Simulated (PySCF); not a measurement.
Species: C5H7N3S.
Cartesian coordinates in Å at the GFN2-xTB level; atoms count from 1:
```xyz
16
C5H7N3S angstrom
C      3.3512   -0.4827   -0.2259
S      2.1866   -0.0185    1.0831
C      0.6905   -0.0451    0.1924
C     -0.5258    0.2572    0.8080
C     -1.6406    0.1984   -0.0156
C     -3.0184    0.4893    0.4705
N     -1.5023   -0.1299   -1.3069
N     -0.3469   -0.3938   -1.7970
N      0.7372   -0.3640   -1.1032
H      3.0843   -1.4632   -0.6056
H      3.3009    0.2531   -1.0213
H      4.3358   -0.4965    0.2298
H     -0.5843    0.5175    1.8528
H     -3.0691    1.5038    0.8623
H     -3.7226    0.3799   -0.3488
H     -3.2842   -0.1966    1.2732
```

A PySCF run (density fitting, gas phase, GFN2-xTB geometry) gave HOMO -6.33 eV, LUMO -1.54 eV, dipole 3.46 D and E = -757.113 Eh.

Question: Which of these levels was it?
A. CAM-B3LYP/def2-SVPD
B. PBE0/pcSseg-1
C. BP86/3-21G
D. HF/def2-SVPD
E. B3LYP/6-31G*

Answer: E. It is B3LYP/6-31G*. All candidates on this geometry:

```
              level and settings                    kind  basis functions  SCF cycles     E (Eh)  HOMO (eV)  LUMO (eV)  dipole (D)
                      BP86/3-21G                     GGA               99          15  -753.1772      -4.71      -2.43        3.52
                    B3LYP/6-31G*           global hybrid              144          14  -757.1132      -6.33      -1.54        3.46
                   PBE0/pcSseg-1           global hybrid              195          14  -756.5109      -6.94      -1.72        3.73
             CAM-B3LYP/def2-SVPD  range-separated hybrid              243          13  -756.5834      -8.32      -0.65        3.72
HF/def2-SVPD, level shift 0.3 Eh            Hartree–Fock              243          15  -753.8379      -9.44       1.98        3.53
```

The nearest other candidate, by the summed differences of HOMO and LUMO, is PBE0/pcSseg-1: its HOMO differs by -0.61 eV and its LUMO by -0.18 eV. Cycle counts include a coarse-grid stage where the run had one. All basis functions are spherical, in the Pople sets too.
